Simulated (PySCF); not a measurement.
Run record: geometry optimisation, `C#[C][AlH2-][N+]#C`.

Method: PBE0-D3(BJ)/def2-SVP geometry optimisation, gas phase (PySCF 2.14.0). Start geometry: GFN2-xTB. The command runs a driver script over a list of jobs; the input below is this job's line of settings and its coordinates in Å.

Command:
```bash
OMP_NUM_THREADS=1 python probes_run.py task.json out
```

Input:
```
{"job": {"xc": "PBE0", "basis": "def2-SVP", "d3": "d3bj", "grid": 1, "shake": 0.01, "kind": "geom"}, "charge": 0, "multiplicity": 1}
C     -2.852370    -0.079010    -0.086840
C     -1.717270     0.268800     0.030200
Al     0.106240     0.891080     0.249960
N      1.305090    -0.691800    -0.207240
C      2.288610    -1.202710    -0.307220
H     -3.885610    -0.341270    -0.203700
H      0.759820     1.007840     1.691960
H      0.822770     1.798650    -0.833580
H      3.230530    -1.668750    -0.367270
```

Output:
```
step   0  E = -413.27517211  max force = 0.085607
step   1  E = -413.28365580  max force = 0.015508
step   2  E = -413.28432553  max force = 0.004999
step   3  E = -413.28537385  max force = 0.012423
step   4  E = -413.28580435  max force = 0.010395
step   5  E = -413.28612448  max force = 0.002549
step   6  E = -413.28620504  max force = 0.002152
step   7  E = -413.28622291  max force = 0.001270
step   8  E = -413.28623741  max force = 0.000316
optimisation converged
```

Energies in Eh; «max force» is the largest Cartesian gradient component in Eh/bohr.

Question: Give the first gradient maximum in eV/Å.

Answer: With 1 Eh/bohr = 51.422 eV/Å, 4.402 eV/Å.

Summary of the converged run: final energy -413.28624 Eh after 8 steps; dipole 6.68 D.

Question: Where do the atoms end?

Answer: 0.437 Å rms from the input after alignment:
```
atom  x, y, z in Å
C1    -2.5733   -0.3240   -0.1562
C2    -1.5085    0.2439    0.0368
Al3    0.1690    1.1688    0.3442
N4     1.4182   -0.4139   -0.0922
C5     2.0895   -1.3102   -0.3404
H6    -3.5145   -0.8175   -0.3240
H7     0.6024    1.4115    1.8598
H8     0.6569    2.1830   -0.7857
H9     2.7187   -2.1578   -0.5757
```

Hardware: one thread, Arm Neoverse V1 (aarch64), shared host. Cost: 25 s wall, 0.38 GiB resident at most.
Labels such as C1 count atoms from 1, the log's own numbers from 0.
